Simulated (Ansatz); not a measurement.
Basis sets compared for H9Au5⁺ (the lowest doublet isomer of a short search). The state is a doublet with charge 1. Geometry PBE-D4/def2-SVP. Ansatz on 4 threads of Arm Neoverse V2 on a shared host; times are rough, and most runs start from earlier orbitals.

Cartesian coordinates in Å:
```
Au 4.6138 2.1584 -2.3383
Au -2.1230 -0.9767 1.1114
Au -4.4261 -2.3691 1.6707
Au 0.1645 0.2799 0.3145
Au 2.4049 1.2894 -0.9011
H -5.5527 -3.0735 2.8978
H 5.4964 2.0534 -3.6670
H 1.5437 1.5091 0.5736
H -3.2500 -2.1895 0.4838
H 1.1529 0.1269 -1.1973
H 3.2935 1.0461 -2.4546
H -6.0106 -2.4630 2.5372
H 3.6563 2.4099 -0.6647
H -0.9636 0.1988 1.6339
```

In the def2 sets Au takes a core potential; there is no spin–orbit coupling. In the doublet, H6 and H12 lie 0.84 Å apart (atoms count from 1), so H2 has formed as a molecule. The structure comes from a short search, and lower isomers may exist.

```json
{"level": "PBE-D4/def2-SVP", "functions": "205", "energy (Eh)": "-684.0065", "HOMO (eV)": "-9.24", "LUMO (eV)": "-8.75", "wall time": "6.5 s"}
{"level": "PBE0-D4/def2-SVP", "functions": "205", "energy (Eh)": "-683.7640", "HOMO (eV)": "-10.12", "LUMO (eV)": "-8.06", "wall time": "10 s"}
```

Estimate the rows for PBE-D4/def2-TZVP (with forces), PBE0-D4/def2-TZVP.


```tsv
level	functions	energy (Eh)	HOMO (eV)	LUMO (eV)	wall time
PBE-D4/def2-TZVP (with forces)	254	-684.0712	-9.28	-8.80	10 s
PBE0-D4/def2-TZVP	254	-683.8286	-10.17	-8.09	17 s
```
